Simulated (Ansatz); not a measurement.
One change: `[CH3][Al]([F])[F]` becomes `[CH3][Al]([F])[CH2][SiH3]`.

Ansatz, PBE0-D4/def2-TZVP geometries, multiplicity 1. Each molecule was computed in one conformer, which needn't be the lowest.

```
                                      property  `[CH3][Al]([F])[F]`
size of the dipole moment (PBE/def2-TZVPP) / D                 2.21
       HOMO–LUMO gap (ωB97M-V/def2-TZVPP) / eV                12.58
            HOMO energy (PBE0/def2-TZVPP) / eV                -9.31
         HOMO–LUMO gap (B3LYP/def2-TZVPP) / eV                 8.21
            LUMO energy (PBE0/def2-TZVPP) / eV                -0.53
          HOMO–LUMO gap (PBE0/def2-TZVPP) / eV                 8.79
```

Q: Give the same properties after the change, and the shifts. (Best estimate.)

A: Ansatz gave: 
```
                                      property  `[CH3][Al]([F])[CH2][SiH3]`  shift
size of the dipole moment (PBE/def2-TZVPP) / D                         1.85  -0.36
       HOMO–LUMO gap (ωB97M-V/def2-TZVPP) / eV                        11.17  -1.41
            HOMO energy (PBE0/def2-TZVPP) / eV                        -7.98   1.33
         HOMO–LUMO gap (B3LYP/def2-TZVPP) / eV                         6.97  -1.24
            LUMO energy (PBE0/def2-TZVPP) / eV                        -0.55  -0.02
          HOMO–LUMO gap (PBE0/def2-TZVPP) / eV                         7.43  -1.36
```

Dipoles are sizes alone; their direction can turn.

B3LYP here is the variant with VWN-RPA as its local correlation; programs differ in this.
